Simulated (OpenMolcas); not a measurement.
**Dy3+ in CaO**

Dy3+ with its 6 nearest oxide ions at 2.332 Å, on the Ca site of CaO (a = 4.8105 Å, distance in the model lattice 2.405 Å). The rest of the host is ab initio model potentials to 7.6 Å, with orthogonalisation functions on the cations behind the ligands, and point charges beyond; the distance is set by hand and nothing relaxes, and no local charge compensation is placed. Ligand basis ANO-RCC-VDZP.
```
Dy    0.0000    0.0000    0.0000
O     2.3320    0.0000    0.0000
O     0.0000    2.3320    0.0000
O    -2.3320    0.0000    0.0000
O     0.0000   -2.3320    0.0000
O     0.0000    0.0000    2.3320
O     0.0000    0.0000   -2.3320
```

```json
{
 "Program": "OpenMolcas",
 "Method": "CASSCF",
 "Basis": "ANO-RCC-VDZP [7s6p4d2f1g]",
 "Scalar Hamiltonian": "DKH2, point nucleus",
 "Active space": "9 electrons in 7 orbitals (4f)",
 "State averaging": "2S+1 = 6 odd, 21 roots; 2S+1 = 4 odd, 115 roots kept (CI in the orbitals of an earlier block, 108 in the spin-orbit step); 2S+1 = 2 odd, 82 roots kept (CI in the orbitals of an earlier block, 41 in the spin-orbit step)",
 "Spin-orbit coupling": "RASSI with atomic mean-field integrals over the reference wave functions"
}
```

The lowest spin-free states (labels of O, the rotations of Oh), above the lowest:

| State | Degeneracy | E (cm-1) | Free-ion L (%) |
| --- | --- | --- | --- |
| 6T1 | 3 | 0.0 | H (100) |
| 6T2 | 3 | 383.8 | H (100) |
| 6E | 2 | 740.5 | H (100) |
| 6T1 | 3 | 815.4 | H (99) |
| 6T1 | 3 | 7696 | F (99) |
| 6T2 | 3 | 7980 | F (100) |
| 6A2 | 1 | 8239 | F (100) |
| 4E | 2 | 24722 | I (98) |
| 4T2 | 3 | 24736 | I (89) |
| 4A2 | 1 | 24808 | I (93) |
| 4T2 | 3 | 24832 | I (44) |
| 4T1 | 3 | 24853 | F (42) |
| 4T1 | 3 | 24987 | M (65) |
| 4T2 | 3 | 25105 | M (41) |
| 4A1 | 1 | 25237 | I (83) |
| 4T1 | 3 | 25329 | I (56) |
| 4T2 | 3 | 25410 | I (47) |
| 4E | 2 | 25493 | M (99) |
| 4T1 | 3 | 25539 | M (84) |
| 4A1 | 1 | 25590 | M (86) |

The lowest levels with spin-orbit coupling:

```csv
E (cm-1),Degeneracy,Label,2S+1,J,|mJ| (%),g
0.0,2,Γ6,6,7.50,1/2 (51),6.61 6.61 6.61
46.8,4,Γ8,6,7.50,3/2 (32),
251.9,2,Γ7,6,7.49,13/2 (40),7.51 7.51 7.51
479.8,4,Γ8,6,7.49,7/2 (39),
592.0,4,Γ8,6,7.49,11/2 (39),
3737,4,Γ8,6,6.50,1/2 (42),
3752,2,Γ7,6,6.50,3/2 (55),2.47 2.47 2.47
3834,2,Γ7,6,6.49,5/2 (54),1.59 1.59 1.59
3884,4,Γ8,6,6.49,7/2 (36),
3946,2,Γ6,6,6.50,9/2 (69),6.19 6.19 6.19
6323,4,Γ8,6,5.49,9/2 (40),
6325,2,Γ6,6,5.50,7/2 (73),4.21 4.21 4.21
6366,2,Γ7,6,5.51,3/2 (46),4.42 4.42 4.42
6407,4,Γ8,6,5.50,1/2 (43),
8233,4,Γ8,6,4.50,5/2 (43),
8299,4,Γ8,6,4.51,3/2 (43),
8410,2,Γ6,6,4.50,1/2 (58),4.06 4.06 4.06
9781,2,Γ7,6,3.51,5/2 (73),1.87 1.87 1.87
9785,4,Γ8,6,3.56,3/2 (36),
9897,2,Γ6,6,3.77,1/2 (53),2.40 2.40 2.40
```

Powder χT (cm3 K/mol): 4.67 at 2 K, 6.93 at 10 K, 12.1 at 50 K, 12.9 at 100 K, 13.4 at 200 K, 13.7 at 300 K. The effective moment at 300 K is 2.828 √(χT) = 10.46 μB.

Hund's rules give f9 the level 6H15/2 with g = 1.333, so an isolated free-ion multiplet has χT = g² J(J+1) / 8 = 14.167 cm3 K/mol. The computed 13.669 at 300 K differs by -4 %, through the field's splitting, the mixing of terms and any other multiplet in reach.

Stevens parameters of the J = 15/2 multiplet, which is 592 cm-1 wide (cm-1, z along the main axis): B40 = -1.726e-02, B44 = -8.643e-02, B60 = 1.905e-05, B64 = -4.014e-04.

Metal share of the active 4f orbitals (Löwdin): 99, 99, 99, 100, 100, 100, 100 %; Mulliken charge of the metal 2.17.

High states are left out of the spin-orbit mixing, which shifts the levels that they would mix with. Without dynamic correlation the ligand-field splitting of an f shell can come out too small, at times by half. The first state left out of the spin-orbit step lies near 42000 cm-1 above the lowest spin-free state of the reference (among the parities and spins computed), and the lists stop at four fifths of that energy or lower. No measured value stands beside these numbers; the geometry was set by hand and not optimised.
